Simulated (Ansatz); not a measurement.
Cost and result for the atomization energy of C$_{2}$H$_{7}$AlO$_{2}$ (`CO[CH2][AlH][OH]`) (12 atoms, 11 bonds).

```xyz
12

C    -1.6257   -0.2353   -0.1742
O    -0.6385   -1.0221    0.4199
C     0.5908   -0.9591   -0.2927
Al    1.5551    0.7519    0.0041
O     1.0477    1.7584    1.2741
H    -2.5275   -0.3105    0.4347
H    -1.8552   -0.5740   -1.1949
H    -1.3273    0.8260   -0.2298
H     0.4305   -1.1925   -1.3579
H     1.2094   -1.7805    0.0909
H     2.8173    1.2307   -0.8210
H     0.3234    1.5071    1.8467
```

Total charge 0; spin multiplicity 1. The geometry is a stationary point of PBE0-D4/def2-TZVP. It is one conformer, not always the lowest. Program: Ansatz. All runs use 4 threads of an INTEL XEON PLATINUM 8581C on a shared host. Times are those of one run each, without the atoms' runs, and a repeat can differ threefold. Electronic energies, without spin–orbit coupling; frozen cores. CCSD(T)/CBS adds CCSD(T) − MP2 in def2-TZVPP to the MP2 limit, and its time is that of the two runs behind it. T1 = 0.012. B3LYP takes the VWN-RPA correlation (the form of Gaussian; ORCA's B3LYP/G).

CCSD(T)/CBS is a level of theory with its own doubt, some kJ/mol a heavy atom from the limit and from the frozen cores, so smaller differences don't rank the functionals.

```json
{"level": "revPBE-D4/def2-TZVPP", "functions": "264", "wall time": "1.4 s", "atomization (kcal/mol)": "1034.6", "difference from CCSD(T)/CBS": "-12.5", "per bond": "-1.1"}
{"level": "PBE-D4/def2-TZVPP (with forces)", "functions": "264", "wall time": "1.7 s", "atomization (kcal/mol)": "1061.5", "difference from CCSD(T)/CBS": "14.4", "per bond": "1.3"}
{"level": "PBE0-D4/def2-TZVPP", "functions": "264", "wall time": "2.1 s", "atomization (kcal/mol)": "1040.0", "difference from CCSD(T)/CBS": "-7.1", "per bond": "-0.7"}
{"level": "BHLYP-D4/def2-TZVPP", "functions": "264", "wall time": "2.2 s", "atomization (kcal/mol)": "1009.3", "difference from CCSD(T)/CBS": "-37.8", "per bond": "-3.4"}
{"level": "r2SCAN-D4/def2-TZVPP (with forces)", "functions": "264", "wall time": "2.9 s", "atomization (kcal/mol)": "1047.0", "difference from CCSD(T)/CBS": "-0.1", "per bond": "0.0"}
{"level": "CCSD(T)/def2-SVP", "functions": "109", "wall time": "3.1 s", "atomization (kcal/mol)": "987.7", "difference from CCSD(T)/CBS": "-59.4", "per bond": "-5.4"}
{"level": "B3LYP-D4/def2-TZVPP (with forces)", "functions": "264", "wall time": "3.5 s", "atomization (kcal/mol)": "1042.9", "difference from CCSD(T)/CBS": "-4.2", "per bond": "-0.4"}
{"level": "B2PLYP/def2-TZVPP", "functions": "264", "wall time": "3.8 s", "atomization (kcal/mol)": "1033.3", "difference from CCSD(T)/CBS": "-13.8", "per bond": "-1.3"}
{"level": "PBE-QIDH/def2-TZVPP", "functions": "264", "wall time": "4.2 s", "atomization (kcal/mol)": "1033.5", "difference from CCSD(T)/CBS": "-13.6", "per bond": "-1.2"}
{"level": "ωB97M-V/def2-TZVPP (with forces)", "functions": "264", "wall time": "7 s", "atomization (kcal/mol)": "1047.6", "difference from CCSD(T)/CBS": "0.5", "per bond": "0.0"}
{"level": "MP2/def2-QZVPP", "functions": "508", "wall time": "18 s", "atomization (kcal/mol)": "1053.9", "difference from CCSD(T)/CBS": "6.8", "per bond": "0.6"}
{"level": "CCSD(T)/def2-TZVPP", "functions": "264", "wall time": "82 s", "atomization (kcal/mol)": "1019.4", "difference from CCSD(T)/CBS": "-27.7", "per bond": "-2.5"}
{"level": "CCSD(T)/CBS(def2)", "functions": "–", "wall time": "99 s", "atomization (kcal/mol)": "1047.1", "difference from CCSD(T)/CBS": "0.0", "per bond": "0.0"}
```

The D4 term adds +7.9 kcal/mol with B3LYP and +4.2 kcal/mol with PBE0; it sums over pairs of atoms, weighted by their polarisabilities, and B3LYP, whose exchange is more repulsive, gets the larger term. From PBE to PBE0 (25 % exact exchange), in def2-TZVPP and without D4, the atomization energy moves by −20.7 kcal/mol: exact exchange takes away binding that semilocal exchange gives to molecules. At CCSD(T), def2-SVP lies −59.4 kcal/mol from the extrapolated value and def2-TZVPP −27.7 kcal/mol: correlation converges slowly with the basis, and small sets miss more of it in the bonded molecule than in its fragments.
